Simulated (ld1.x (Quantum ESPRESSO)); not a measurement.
**What one change does to a pseudopotential (cadmium, TM)**

cadmium (Cd), norm-conserving Troullier–Martins (Kleinman–Bylander form), made with ld1.x (Quantum ESPRESSO) 7.5 (LDA (PZ), fully relativistic). Core [Kr], reference 4d10 5s2 5p0. Waves: 5p (bound, empty): rc 3.55 bohr; 4d (bound): rc 1.50 bohr; 5s (bound): rc 2.15 bohr. Local part: the s channel. Core correction: none.

Open shells are filled in proportion to 2j + 1 (rel_dist='average').

Change: core correction a·sin(br)/r model core inside 0.88 bohr.

Cutoffs: the cutoffs (Ry, on a coarse ladder) from which the occupation-weighted sum of valence levels, in a spherical-Bessel basis at the reference potential, stays within 10 and 1 mRy of its value at 400 Ry; they do not see the model core or the augmentation charge, which bear on the density cutoff. Errors are all-electron minus pseudo energies relative to the spin-unpolarised reference configuration.

**Question.** What does the change do?

**Answer.** The potential gets neither clearly harder nor softer (80 Ry and 120 Ry → 80 Ry and 120 Ry); the number of tests with a reliable result goes from 7 to 6; of the 6 tests that both files solve, the error grows in 4 and shrinks in 2 by more than 15 % and 0.3 meV (median size 11.3 → 21.4 meV); neither file shows a bound ghost. A model core, the more so a compact one, raises the density cutoff, which this test does not measure.

| quantity | base | changed |
| --- | --- | --- |
| cutoff, loose | 80 Ry | 80 Ry |
| cutoff, tight | 120 Ry | 120 Ry |
| bound ghosts | none | none |
| tests with a reliable result | 7 of 7 | 6 of 7 |
| error for 4d10 5s1 5p0, meV [ΔE 9.63 eV] | -0.7 | -5.5 |
| error for 4d10 5s0 5p0, meV [ΔE 27.15 eV] | -3.9 | -37 |
| error for 4d9 5s0 5p0, meV [ΔE 65.40 eV] | -101 | -207 |
| error for 4d8 5s0 5p0, meV [ΔE 119.68 eV] | -643 | -954 |
| error for 4d10 5s1 5p1, meV [ΔE 4.78 eV] | +3.4 | +1.6 |
| error for 4d10 5s0 5p1, meV [ΔE 15.53 eV] | +19 | +5.2 |
| s: phases at 3.85 bohr within 0.05 rad from the reference energy up to (Ry; the scan ends near 5) | 1.0 | 1.0 |
| p1/2: phases at 3.85 bohr within 0.05 rad from the reference energy up to (Ry; the scan ends near 5) | 1.5 | 1.5 |
| p3/2: phases at 3.85 bohr within 0.05 rad from the reference energy up to (Ry; the scan ends near 5) | 1.5 | 1.5 |
| d3/2: phases at 3.85 bohr within 0.05 rad from the reference energy up to (Ry; the scan ends near 5) | 0.4 | 0.4 |
| d5/2: phases at 3.85 bohr within 0.05 rad from the reference energy up to (Ry; the scan ends near 5) | 0.4 | 0.4 |
